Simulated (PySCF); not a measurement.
# Telling isomers of C7H8Cl2Si apart by NMR

One computed conformer, non-relativistic, no solvent, averaged over atoms made equivalent by symmetry, fast rotation or ring inversion. Shielding tensors at PBE0/pcSseg-1 (GIAO); GFN2-xTB geometry; PySCF.

References, each an isolated molecule treated in the same way: 1H and 13C against TMS. Where no couplings were computed, multiplicities follow the n + 1 count of equivalent neighbours, and m marks all less simple cases (inequivalent or close neighbours, rings, F or P nearby). Shifts are as computed. Against solution values, carbons near 30 ppm lie about +3 ppm off and those near 130 ppm about +5 ppm; carbons on Cl a further +6 ppm. Of 1309 compounds with measured shifts, 239 miss one by over three times the rms of a fit or turn the order of signals round; such compounds aren't used in these exercises. Carbons bonded to Cl come out too deshielded.

(1) Tabulate the signals of `C=C1C=C([SiH2]C(Cl)Cl)C1=C`, `C=C1[SiH2]C=C(C(Cl)Cl)C1=C`, `C[Si](Cl)(Cl)c1ccccc1` and their relative energies.

(2) What is the quickest way to tell C=C1C=C([SiH2]C(Cl)Cl)C1=C from C[Si](Cl)(Cl)c1ccccc1?

(3) What is the quickest way to tell C=C1[SiH2]C=C(C(Cl)Cl)C1=C from C[Si](Cl)(Cl)c1ccccc1?

(4) What is the quickest way to tell C=C1C=C([SiH2]C(Cl)Cl)C1=C from C=C1[SiH2]C=C(C(Cl)Cl)C1=C?

Results:

(1) 
```tsv
SMILES	carbon types	δC	δH	E rel. (kcal/mol)
C=C1C=C([SiH2]C(Cl)Cl)C1=C	3×C 2×CH 2×CH2	172.4, 159.1, 157.3, 157.0, 103.4, 101.5, 72.6	8.01 (s, 1H), 5.70 (t, 1H), 5.22 (m, 1H), 5.18 (m, 1H), 5.16 (m, 1H), 5.11 (m, 1H), 4.65 (d, 2H)	147.3
C=C1[SiH2]C=C(C(Cl)Cl)C1=C	3×C 2×CH 2×CH2	166.5, 146.3, 146.1, 134.4, 132.1, 120.9, 86.1	6.88 (br s, 1H), 6.69 (s, 1H), 6.69 (br s, 1H), 6.48 (br s, 1H), 6.28 (t, 1H), 6.01 (br s, 1H), 4.83 (m, 2H)	122.8
C[Si](Cl)(Cl)c1ccccc1	1×C 5×CH 1×CH3	141.7, 138.8, 136.8, 133.3, 10.7	7.88 (m, 2H), 7.75 (m, 1H), 7.72 (m, 2H), 0.77 (s, 3H)	0.0
```

Energies are electronic energies at PBE0/pcSseg-1 on these geometries, without zero-point or thermal terms, each for the one conformer computed, which needn't be the lowest.

(2) Count the carbon signals: 7 against 5. The first has a terminal =CH2 carbon at 103.4 ppm, the second a methyl carbon bonded to Si (CH3) at 10.7 ppm. Their most deshielded carbons lie at 172.4 and 141.7 ppm.

(3) Count the carbon signals: 7 against 5. The first has a terminal =CH2 carbon at 132.1 ppm, the second a methyl carbon bonded to Si (CH3) at 10.7 ppm. Their most deshielded carbons lie at 166.5 and 141.7 ppm. In the proton spectra the most deshielded non-exchanging signals are 6.88 (br s, 1H) and 7.88 (m, 2H).

(4) Both give the same number of carbon signals, with the same numbers of each carbon type, so the positions decide. The first has an alkene CH at 172.4 ppm, the second an alkene CH at 134.4 ppm. Their most deshielded carbons lie at 172.4 and 166.5 ppm. In the proton spectra the most deshielded non-exchanging signals are 8.01 (s, 1H) and 6.88 (br s, 1H).
